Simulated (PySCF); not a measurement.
CH5GeNSi, C3H10Ge, CH6GeN, ClGe2H2N (calculated)

All values are calculated (PySCF 2.14.0). Calculation on a computer-drawn molecule: optimised geometry and harmonic frequencies of an isolated molecule of the commonest isotopes, restricted reference for singlets and unrestricted otherwise, frozen core in MP2; on germanium a core potential holds 10 electrons, which the energies leave out, and 3d is frozen in MP2 and coupled-cluster steps.

Common to all runs: multiplicity 1; method HF.

(1) CH5GeNSi

Start structure:
```xyz
9
CH5GeNSi
N     -0.0853    -2.7286    -1.2548
Si    -0.2044    -1.5982     0.0564
C     -0.4566     0.1370    -0.1547
Ge    -0.8270     1.2968     1.3107
H     -0.0698    -2.5325    -2.2047
H      0.3551    -3.6946    -1.0795
H     -0.1661    -2.4290     1.2552
H     -0.4878     0.5002    -1.2066
H     -0.8960     2.6378     0.3707
```

```
charge                                        : 0
basis                                         : cc-pV(D+d)Z
basis and core potential on germanium         : cc-pVDZ-PP ECP10MDF
rotational constants                          : 26.02, 1.215, 1.161 GHz
total energy                                  : -677.5063 hartree
convergence status largest gradient component : 9.962e-06 hartree/bohr
```

Drawn bonds:
| atom | other atom | order |
| --- | --- | --- |
| 1 | 2 | 1 |
| 2 | 3 | 2 |
| 3 | 4 | 1 |
| 1 | 5 | 1 |
| 1 | 6 | 1 |
| 2 | 7 | 1 |
| 3 | 8 | 1 |
| 4 | 9 | 1 |

Optimised structure:
```xyz
9
CH5GeNSi
N      0.0250    -2.7521    -1.2182
Si    -0.2213    -1.5605    -0.0599
C     -0.4918     0.1111    -0.2909
Ge    -0.7314     1.1591     1.3026
H      0.0353    -2.5760    -2.2039
H      0.1774    -3.7153    -0.9933
H     -0.1710    -2.1813     1.2684
H     -0.5244     0.5462    -1.2854
H     -0.9358     2.5575     0.5732
```

Modes:
| frequency (cm⁻¹) | reduced mass (dalton) |
| --- | --- |
| 98.2 | 4.167 |
| 134.1 | 5.038 |
| 249.2 | 4.799 |
| 313.2 | 1.108 |
| 359 | 1.153 |
| 422.9 | 1.433 |
| 607.7 | 1.218 |
| 643.1 | 2.543 |
| 741.8 | 1.067 |
| 812.7 | 1.091 |
| 822.7 | 1.578 |
| 926.9 | 3.754 |
| 970.9 | 1.223 |
| 1026 | 1.493 |
| 1166 | 3.152 |
| 1681 | 1.127 |
| 1956 | 1.021 |
| 2398 | 1.042 |
| 3317 | 1.089 |
| 3795 | 1.05 |
| 3898 | 1.098 |

(2) C3H10Ge

Start structure:
```xyz
14
C3H10Ge
C     -2.0789    -2.1518    -1.3720
C     -1.4069    -1.0451    -0.5550
Ge    -1.4093     0.6741    -1.4730
C     -0.5419     0.5989    -3.2824
H     -2.0140    -3.1435    -0.8457
H     -3.1460    -1.9708    -1.6536
H     -1.5733    -2.2985    -2.3308
H     -1.8597    -1.0147     0.3825
H     -0.3661    -1.3451    -0.3835
H     -2.8844     1.1436    -1.7374
H     -0.8482     1.7286    -0.6112
H     -0.4906     1.6589    -3.7324
H      0.5326     0.2549    -3.1319
H     -1.0461    -0.0254    -3.9073
```

```
charge                                        : 0
basis                                         : cc-pVDZ
basis and core potential on germanium         : cc-pVDZ-PP ECP10MDF
rotational constants                          : 7.235, 2.878, 2.324 GHz
total energy                                  : -412.8071 hartree
convergence status largest gradient component : 7.573e-06 hartree/bohr
```

Drawn bonds:
| atom | other atom | order |
| --- | --- | --- |
| 1 | 2 | 1 |
| 2 | 3 | 1 |
| 3 | 4 | 1 |
| 1 | 5 | 1 |
| 1 | 6 | 1 |
| 1 | 7 | 1 |
| 2 | 8 | 1 |
| 2 | 9 | 1 |
| 3 | 10 | 1 |
| 3 | 11 | 1 |
| 4 | 12 | 1 |
| 4 | 13 | 1 |
| 4 | 14 | 1 |

Optimised structure:
```xyz
14
C3H10Ge
C     -2.0946    -2.1988    -1.3852
C     -1.3999    -1.0708    -0.6163
Ge    -1.4437     0.6846    -1.5131
C     -0.5038     0.6459    -3.2378
H     -2.0471    -3.1417    -0.8339
H     -3.1502    -1.9736    -1.5588
H     -1.6297    -2.3684    -2.3599
H     -1.8593    -0.9480     0.3690
H     -0.3508    -1.3258    -0.4358
H     -2.9073     1.1063    -1.7420
H     -0.7856     1.7336    -0.5992
H     -0.5200     1.6345    -3.7011
H      0.5377     0.3476    -3.0980
H     -0.9784    -0.0613    -3.9214
```

Modes:
| frequency (cm⁻¹) | reduced mass (dalton) |
| --- | --- |
| 67.66 | 1.909 |
| 145.1 | 1.054 |
| 158.9 | 2.048 |
| 239.2 | 1.503 |
| 271.3 | 1.758 |
| 467.6 | 1.184 |
| 575 | 2.438 |
| 613.9 | 3.056 |
| 653.2 | 1.225 |
| 713.8 | 1.148 |
| 808.1 | 1.179 |
| 911.9 | 1.188 |
| 925.1 | 1.216 |
| 960 | 1.025 |
| 1039 | 1.58 |
| 1052 | 1.159 |
| 1120 | 1.952 |
| 1359 | 1.251 |
| 1364 | 1.462 |
| 1377 | 1.234 |
| 1519 | 1.212 |
| 1558 | 1.065 |
| 1561 | 1.058 |
| 1565 | 1.081 |
| 1597 | 1.047 |
| 1603 | 1.038 |
| 2177 | 1.023 |
| 2193 | 1.016 |
| 3166 | 1.039 |
| 3177 | 1.054 |
| 3178 | 1.037 |
| 3214 | 1.103 |
| 3233 | 1.103 |
| 3244 | 1.103 |
| 3265 | 1.103 |
| 3268 | 1.103 |

(3) CH6GeN

Start structure:
```xyz
9
CH6GeN
C      0.9351     0.1533     0.1334
N     -0.0924    -0.7317     0.8162
Ge    -1.2472    -1.6586    -0.2743
H      0.2699     0.8668    -0.4732
H      1.4655    -0.4425    -0.6695
H      1.4959     0.6412     0.7681
H      0.4720    -1.4019     1.3452
H      0.0873    -2.5333    -1.3730
H     -1.5720    -3.0650     1.0457
```

```
charge                                        : -1
basis                                         : aug-cc-pVDZ
basis and core potential on germanium         : aug-cc-pVDZ-PP ECP10MDF
rotational constants                          : 28.1, 3.616, 3.404 GHz
total energy                                  : -389.1732 hartree
convergence status largest gradient component : 2.693e-05 hartree/bohr
```

Drawn bonds:
| atom | other atom | order |
| --- | --- | --- |
| 1 | 2 | 1 |
| 2 | 3 | 1 |
| 1 | 4 | 1 |
| 1 | 5 | 1 |
| 1 | 6 | 1 |
| 2 | 7 | 1 |
| 3 | 8 | 1 |
| 3 | 9 | 1 |

Optimised structure:
```xyz
9
CH6GeN
C      0.8637     0.1703     0.1179
N      0.0577    -0.8205     0.7913
Ge    -1.2183    -1.7928    -0.3465
H      0.2136     0.8871    -0.3920
H      1.5491    -0.2337    -0.6482
H      1.4802     0.7453     0.8244
H      0.6636    -1.4634     1.2678
H     -0.1669    -2.8037    -1.0828
H     -1.6286    -2.8603     0.7867
```

Modes:
| frequency (cm⁻¹) | reduced mass (dalton) |
| --- | --- |
| 142.9 | 1.19 |
| 195.1 | 1.201 |
| 251.9 | 2.563 |
| 499.2 | 4.852 |
| 660 | 1.036 |
| 735.4 | 1.087 |
| 807.1 | 1.172 |
| 943.4 | 1.024 |
| 1131 | 1.257 |
| 1180 | 3.724 |
| 1223 | 1.338 |
| 1485 | 1.29 |
| 1540 | 1.179 |
| 1580 | 1.05 |
| 1603 | 1.041 |
| 1695 | 1.022 |
| 1808 | 1.02 |
| 3022 | 1.068 |
| 3073 | 1.075 |
| 3168 | 1.088 |
| 3724 | 1.075 |

(4) ClGe2H2N

Start structure:
```xyz
6
ClGe2H2N
Cl    -0.1014    -0.4573    -0.3132
Ge     1.3827    -0.1381     1.1881
N      1.2558     1.1517     2.2661
Ge     1.3061     2.6758     3.1543
H      1.9935    -1.4875     1.5079
H      2.3591     3.4230     2.0733
```

```
charge                                        : 0
basis                                         : cc-pV(D+d)Z
basis and core potential on germanium         : cc-pVDZ-PP ECP10MDF
rotational constants                          : 6.097, 0.7632, 0.6833 GHz
total energy                                  : -1101.8473 hartree
convergence status largest gradient component : 9.778e-06 hartree/bohr
```

Drawn bonds:
| atom | other atom | order |
| --- | --- | --- |
| 1 | 2 | 1 |
| 2 | 3 | 2 |
| 3 | 4 | 1 |
| 2 | 5 | 1 |
| 4 | 6 | 1 |

Optimised structure:
```xyz
6
ClGe2H2N
Cl    -0.1231    -0.3784    -0.2895
Ge     1.2837    -0.2502     1.3292
N      1.5759     1.1211     2.1917
Ge     1.1779     2.7157     2.9640
H      1.9555    -1.5952     1.4452
H      2.3258     3.5546     2.2358
```

Modes:
| frequency (cm⁻¹) | reduced mass (dalton) |
| --- | --- |
| 42.34 | 25.33 |
| 104.8 | 5.295 |
| 224.2 | 2.579 |
| 245 | 1.885 |
| 366.2 | 17.42 |
| 460 | 6.549 |
| 464.2 | 1.238 |
| 806.4 | 1.059 |
| 828.4 | 1.074 |
| 1236 | 12.71 |
| 1929 | 1.022 |
| 2333 | 1.021 |
